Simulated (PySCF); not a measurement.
CH₆ClFOSi₂, SMILES C[SiH2][Si@](O)(F)Cl. Heavy atoms are numbered as in [CH3:1][SiH2:2][Si@:3]([OH:4])([F:5])[Cl:6]. Hydrogens are named by the atom that carries them.

Geometry optimised at B3LYP-D3(BJ)/def2-SVP. The structure was generated by enumeration; whether it is a known compound was not checked. The values are those of a single conformer.

All values below come from HF/def2-TZVP (PySCF).

ESP charges are fitted to the potential on shells at 1.4 to 2.0 van der Waals radii. Atomic charges (e), one atom of each kind:

```
atom          IAO  Löwdin  ESP fit
----------  -----  ------  -------
C1 (CH3)    -0.68   -0.45    -0.64
Si2 (SiH2)   0.63     ___     0.53
Si3          1.39   -0.21     0.60
O4 (OH)     -0.85     ___    -0.69
F5          -0.59     ___    -0.30
Cl6         -0.38    0.18    -0.21
H on C1      0.14    0.12     0.17
H on Si2    -0.16   -0.04    -0.12
H on O4      0.38     ___     0.47
```

### Question
Complete the blanks. (An estimate is asked for; the answer gives what the named calculation found.)

### Answer

- Si2 (SiH2), Löwdin: 0.23
- O4 (OH), Löwdin: -0.15
- F5, Löwdin: -0.07
- H on O4, Löwdin: 0.19

### Question
Give the Mayer and Wiberg (Löwdin basis) orders of the bonds. (An estimate is asked for; the answer gives what the named calculation found.)

### Answer

| bond | Mayer | Wiberg |
|---|---|---|
| C1–Si2 | 0.97 | 1.22 |
| Si2–Si3 | 0.97 | 1.01 |
| Si3–O4 | 1.12 | 1.65 |
| Si3–F5 | 0.97 | 1.60 |
| Si3–Cl6 | 1.04 | 1.72 |
